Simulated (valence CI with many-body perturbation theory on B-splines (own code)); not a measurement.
**E1 transitions of Al VII**

Computed by configuration interaction combined with many-body perturbation theory (CI+MBPT): five valence electrons over a frozen Dirac-Fock core [He], a basis of 11 s, 11 p, 10 d, 8 f, 5 g, 2 h functions for each j, with the one-electron correlation potential Σ1 (screened to all orders), the two-electron term Σ2, the three-electron term Σ3, Breit, model QED; selected single and double excitations, second order for the rest, scaled by the run's own slope (own B-spline code, finite nucleus).

Set against measurement, 28 paired levels are off by 260 cm⁻¹ on average, the worst by 599. These come from a selection out of NIST levels in Kelleher and Podobedova, J. Phys. Chem. Ref. Data 37, 709 (2008); Martin and Zalubas, J. Phys. Chem. Ref. Data 8, 817 (1979). Levels without a partner in it may be off by more. Among the levels kept, up to 5600 cm⁻¹ of a level comes from second order outside the variational space, and about a tenth of that is noise between levels of different J, which matters for small intervals. 2 measured levels below the end of the list, from 1318010 cm⁻¹ on, found no clear computed partner, and computed levels of the same name lie up to 5257 cm⁻¹ from them.

Lines 151 to 200 of 600 in falling wavelength, among levels below 1604500 cm⁻¹, chosen from the strongest by gf and those to the six lowest levels. Wavelengths and rates use the calculated energies, so an error of 300 cm⁻¹ moves a line at 118.2 nm by 0.35 % and its rate by three times that or more. Electric multipoles are in the length gauge, E1 and E2 with the static RPA response of the core. Weak lines are less certain than strong ones. Lines between different terms over intervals too small for the method are left out, as are lines whose strength nearly cancels. Where a level lies close to another of its J and parity, the split of strength between their lines is uncertain. The highest levels of a list are the least certain.

Names give the largest LS component (configuration and term), which can be under half, so a name can repeat, a term be missing and a line seem to break the LS rules; names also repeat where a configuration has a term twice. Letters in brackets count levels of one name in rising energy.

| λ vac (nm) | Upper | Lower | A (s⁻¹) | log gf | Branch % |
| --- | --- | --- | --- | --- | --- |
| 118.2 | 2s2 2p2 3p 2P°_1/2 [a] | 2s2 2p2 3s 2P_1/2 | 3.77e+08 | -0.80 | 13.7 |
| 117.6 | 2s 2p3 3d 2G°_7/2 | 2s 2p3 3p 2F_5/2 | 7.87e+08 | 0.12 | 69.0 |
| 117.6 | 2s2 2p2 3d 4P_5/2 | 2s2 2p2 3p 4S°_3/2 | 3.29e+08 | -0.39 | 0.1 |
| 117.2 | 2s 2p3 3d 2G°_9/2 | 2s 2p3 3p 2F_7/2 | 8.36e+08 | 0.24 | 84.5 |
| 117.1 | 2s 2p3 3d 6D°_9/2 | 2s 2p3 3p 6P_7/2 | 8.86e+08 | 0.26 | 100.0 |
| 117.0 | 2s 2p3 3d 6D°_7/2 | 2s 2p3 3p 6P_7/2 | 3.16e+08 | -0.28 | 35.2 |
| 116.5 | 2s 2p3 3d 6D°_7/2 | 2s 2p3 3p 6P_5/2 | 5.78e+08 | -0.03 | 64.3 |
| 116.4 | 2s 2p3 3d 6D°_5/2 | 2s 2p3 3p 6P_5/2 | 5.48e+08 | -0.17 | 59.6 |
| 116.4 | 2s 2p3 3d 6D°_3/2 | 2s 2p3 3p 6P_5/2 | 2.70e+08 | -0.66 | 28.8 |
| 116.1 | 2s2 2p2 3d 4P_3/2 | 2s2 2p2 3p 4S°_3/2 | 4.01e+08 | -0.49 | 0.1 |
| 116.1 | 2s 2p3 3d 6D°_1/2 | 2s 2p3 3p 6P_3/2 | 9.07e+08 | -0.44 | 95.8 |
| 116.1 | 2s 2p3 3d 6D°_5/2 | 2s 2p3 3p 6P_3/2 | 2.82e+08 | -0.47 | 30.7 |
| 116.0 | 2s 2p3 3d 6D°_3/2 | 2s 2p3 3p 6P_3/2 | 6.36e+08 | -0.29 | 67.9 |
| 115.6 | 2s2 2p2 3d 2S_1/2 | 2s2 2p2 3p 2P°_3/2 [b] | 5.09e+08 | -0.69 | 0.2 |
| 115.4 | 2s2 2p2 3d 4P_1/2 | 2s2 2p2 3p 4S°_3/2 | 4.46e+08 | -0.75 | 0.1 |
| 114.7 | 2s2 2p2 3d 4F_7/2 | 2s2 2p2 3p 4D°_7/2 | 8.43e+07 | -0.88 | 6.1 |
| 114.4 | 2s 2p3 3d 4S°_3/2 | 2s 2p3 3p 4P_5/2 [b] | 2.67e+08 | -0.68 | 0.1 |
| 114.1 | 2s 2p3 3d 4S°_3/2 | 2s 2p3 3p 4P_3/2 [b] | 2.05e+08 | -0.80 | 0.0 |
| 113.6 | 2s2 2p2 3d 4F_5/2 | 2s2 2p2 3p 4D°_5/2 | 1.73e+08 | -0.70 | 11.1 |
| 113.2 | 2s2 2p2 3d 2F_5/2 [a] | 2s2 2p2 3p 2D°_3/2 [a] | 8.02e+08 | -0.03 | 0.6 |
| 113.1 | 2s2 2p2 3d 2F_7/2 [a] | 2s2 2p2 3p 2D°_5/2 [a] | 8.55e+08 | 0.12 | 0.7 |
| 112.8 | 2s2 2p2 3d 4F_3/2 | 2s2 2p2 3p 4D°_3/2 | 2.27e+08 | -0.76 | 16.0 |
| 112.7 | 2s2 2p2 3d 4F_9/2 | 2s2 2p2 3p 4D°_7/2 | 9.09e+08 | 0.24 | 100.0 |
| 112.4 | 2s2 2p2 3d 2D_5/2 [c] | 2s2 2p2 3p 2P°_3/2 [c] | 9.78e+08 | 0.05 | 0.5 |
| 112.2 | 2s2 2p2 3p 2D°_5/2 [b] | 2s2 2p2 3s 2D_5/2 | 7.12e+08 | -0.09 | 28.2 |
| 112.1 | 2s2 2p2 3d 4F_7/2 | 2s2 2p2 3p 4D°_5/2 | 8.34e+08 | 0.10 | 60.2 |
| 112.1 | 2s 2p3 3d 4D°_1/2 [a] | 2s 2p3 3p 4P_1/2 [a] | 9.06e+08 | -0.47 | 0.5 |
| 112.0 | 2s 2p3 3d 4D°_3/2 [a] | 2s 2p3 3p 4P_1/2 [a] | 4.55e+08 | -0.47 | 0.2 |
| 112.0 | 2s2 2p2 3p 2D°_3/2 [b] | 2s2 2p2 3s 2D_3/2 | 6.27e+08 | -0.33 | 24.3 |
| 111.8 | 2s 2p3 3d 4D°_3/2 [a] | 2s 2p3 3p 4P_3/2 [a] | 5.83e+08 | -0.36 | 0.3 |
| 111.8 | 2s 2p3 3d 4D°_5/2 [a] | 2s 2p3 3p 4P_3/2 [a] | 7.67e+08 | -0.06 | 0.4 |
| 111.8 | 2s2 2p2 3d 4F_5/2 | 2s2 2p2 3p 4D°_3/2 | 7.47e+08 | -0.08 | 47.7 |
| 111.7 | 2s2 2p2 3d 2D_3/2 [c] | 2s2 2p2 3p 2P°_1/2 [c] | 8.29e+08 | -0.21 | 0.4 |
| 111.7 | 2s2 2p2 3d 2D_3/2 [c] | 2s2 2p2 3p 2P°_3/2 [c] | 1.68e+08 | -0.90 | 0.1 |
| 111.6 | 2s 2p3 3d 4D°_7/2 [a] | 2s 2p3 3p 4P_5/2 [a] | 1.10e+09 | 0.22 | 0.6 |
| 111.6 | 2s2 2p2 3d 4F_3/2 | 2s2 2p2 3p 4D°_1/2 | 6.88e+08 | -0.29 | 48.7 |
| 111.6 | 2s 2p3 3d 4D°_5/2 [a] | 2s 2p3 3p 4P_5/2 [a] | 3.30e+08 | -0.43 | 0.2 |
| 110.9 | 2s2 2p2 3d 4D_5/2 | 2s2 2p2 3p 4P°_5/2 | 1.59e+08 | -0.75 | 0.8 |
| 110.7 | 2s2 2p2 3d 2G_9/2 | 2s2 2p2 3p 2F°_7/2 | 1.02e+09 | 0.27 | 100.0 |
| 110.2 | 2s2 2p2 3d 2G_7/2 | 2s2 2p2 3p 2F°_5/2 | 1.01e+09 | 0.17 | 5.0 |
| 110.0 | 2s2 2p2 3d 4D_7/2 | 2s2 2p2 3p 4P°_5/2 | 7.22e+08 | 0.02 | 30.8 |
| 109.8 | 2s2 2p2 3d 4D_1/2 | 2s2 2p2 3p 4P°_1/2 | 4.84e+08 | -0.76 | 1.0 |
| 109.8 | 2s2 2p2 3p 4S°_3/2 | 2s2 2p2 3s 4P_5/2 | 5.55e+08 | -0.40 | 4.0 |
| 109.3 | 2s2 2p2 3d 4D_5/2 | 2s2 2p2 3p 4P°_3/2 | 6.02e+08 | -0.19 | 3.0 |
| 109.0 | 2s 2p3 3p 4P_1/2 [c] | 2s 2p3 3s 4P°_3/2 | 6.95e+08 | -0.61 | 16.3 |
| 109.0 | 2s2 2p2 3d 4D_3/2 | 2s2 2p2 3p 4P°_3/2 | 3.11e+08 | -0.66 | 0.6 |
| 108.4 | 2s 2p3 3p 4P_3/2 [c] | 2s 2p3 3s 4P°_5/2 | 2.98e+08 | -0.68 | 1.6 |
| 108.3 | 2s 2p3 3p 4P_3/2 [c] | 2s 2p3 3s 4P°_1/2 | 3.03e+08 | -0.67 | 1.6 |
| 108.3 | 2s2 2p2 3d 4D_3/2 | 2s2 2p2 3p 4P°_1/2 | 3.21e+08 | -0.65 | 0.6 |
| 107.9 | 2s 2p3 3p 2D_5/2 [b] | 2s 2p3 3s 4P°_5/2 | 1.66e+08 | -0.76 | 0.2 |

Question: How does gf follow from A for the line at 113.2 nm?

Answer: gf = 1.4992 × (2J+1)_upper × A / σ², with σ = 88304 cm⁻¹ and 2J+1 = 6: gf = 0.926.
